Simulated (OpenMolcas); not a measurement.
How methods differ on CH5FOSi (SMILES C[SiH](O)F)

CH5FOSi has 9 atoms, charge 0, and is taken as a singlet. SMILES: `C[SiH](O)F`. Geometry: relaxed at PBE0-D4/def2-TZVP. This is one conformer, not always the lowest.

```xyz
9

C    -1.0592    0.3827    0.2021
Si    0.5987   -0.0594   -0.4917
O     1.6998   -0.4260    0.6588
F     0.3861   -1.3192   -1.4572
H    -1.7593    0.6242   -0.6015
H    -0.9821    1.2517    0.8601
H    -1.4840   -0.4450    0.7767
H     1.2140    1.0180   -1.2926
H     1.4746   -1.0731    1.3282
```

Each level gives the energy change with the Si2–O3 bond stretched from 1.634 to 2.124 Å (eV). The values are calculated.

| level | kind | program | value (eV) | less CCSD(T)/def2-SVP |
| --- | --- | --- | --- | --- |
| HF/def2-SVP (restricted) | Hartree–Fock | OpenMolcas | 2.06 | +0.30 |
| SVWN5/def2-SVP (restricted) | LDA | OpenMolcas | 1.80 | +0.04 |
| revPBE/def2-SVP (restricted) | GGA | OpenMolcas | 1.47 | -0.29 |
| TPSS/def2-SVP (restricted) | meta-GGA | OpenMolcas | 1.61 | -0.15 |
| BHLYP/def2-SVP (restricted) | global hybrid | OpenMolcas | 1.95 | +0.19 |
| B2PLYP/def2-SVP (restricted) | double hybrid | OpenMolcas | 1.76 | 0.00 |
| MP2/def2-SVP (restricted) | perturbation theory | OpenMolcas | 1.80 | +0.04 |
| CCSD(T)/def2-SVP (restricted) | coupled cluster or CI | OpenMolcas | 1.76 | 0.00 |

CCSD(T)/def2-SVP (restricted) is the highest level here, not the true value. The first shape isn't each level's own minimum. The values span 1.47 to 2.06 eV.
